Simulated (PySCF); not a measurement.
AuCl, SMILES [Cl][Au], multiplicity 1. Coordinates come from a PBE-D3(BJ)/def2-TZVPD optimisation. The spin state was assumed, not searched. The def2 effective core potentials stand for the cores of Au; spin–orbit coupling is left out.

Level of theory: PBE-D3(BJ)/def2-TZVPD (PySCF).

Harmonic wavenumbers (cm⁻¹): 357. Rotational constants (GHz): 3.387 (linear); symmetry number 1.

### Question
Work out the zero-point energy and the ideal-gas rigid-rotor harmonic-oscillator thermochemistry at 298.15 K and 1 atm.

### Answer
ZPE = ½ Σ hcν = ½ × 357 cm⁻¹ = 0.51 kcal/mol. H − E(el) = 2.81 kcal/mol. Entropy in cal/(mol K): translation 42.23, rotation 16.92, vibration 1.14, total 60.29. G − E(el) = -15.17 kcal/mol. Cp = 8.52 cal/(mol K).
